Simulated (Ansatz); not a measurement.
Coupled-cluster diagnostics for the cluster Li₄Br₃⁺, Ansatz.

Geometry of the singlet (r2SCAN-D4/def2-SVP):

Cartesian coordinates in Å:
```
Li -1.309 -1.149 0.913
Li 1.294 0.590 -1.161
Li -0.444 -3.034 -3.073
Li 0.235 2.173 1.977
Br 1.662 2.460 0.104
Br -1.288 0.445 2.556
Br -0.148 -1.485 -1.316
```

Correlated methods freeze 27 core orbitals; core or outer-core shells of Li, Br are correlated, in sets that lack core-valence functions. Another isomer (singlet) lies 0.90 eV lower at PBE0-D4/def2-TZVP; other spin states weren't run for this one.

Q: Estimate the CCSD(T) correlation energy, the shares of MP2 and (T), T1 and the reference's ⟨S²⟩ for: charge 1, singlet, own geometry in def2-SVP; and the rough time on 4 threads of Arm Neoverse V1 on a shared host.

A: 
```json
{"state": "charge 1, singlet, own geometry", "basis": "def2-SVP", "correlation (eV)": "-20.268", "MP2 share (%)": "97.5", "(T) share (%)": "1.7", "T1": "0.004", "⟨S²⟩ (pure)": "0.00 (0.00)", "wall time": "26 s"}
```
Customary marks for T1 are 0.02 (closed shells), 0.045 (open shells) and about 0.05 (3d metals). T1 stays under 0.02 throughout.
